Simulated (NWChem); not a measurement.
# MgHI; SMILES [MgH][I]

Program: NWChem. Structure relaxed at the PBE0/def2-SVP level. No frequency run checked for a minimum. def2 effective core potentials on I; no spin-orbit coupling.

Diagonal of the polarisability tensor at PBE/def2-SVPD, static: 60.40, 60.40, 88.86 bohr³.

Task: Find the mean polarisability volume, the molar refraction, and the refractive index that an ideal gas of it would have at 273.15 K and 1 atm.

Result: 
1. Mean: one third of the trace = 69.89 bohr³ × 0.14818 Å³/bohr³ = 10.36 Å³.
2. Molar refraction (Lorentz-Lorenz): (4π/3) N_A α = 26.1 cm³/mol.
3. Number density p/kT = 2.687 × 10⁻⁵ Å⁻³; n − 1 = 2π N α = 17.48 × 10⁻⁴.
4. These hold the electronic response alone: vibrational and orientational terms add to the static dielectric constant.
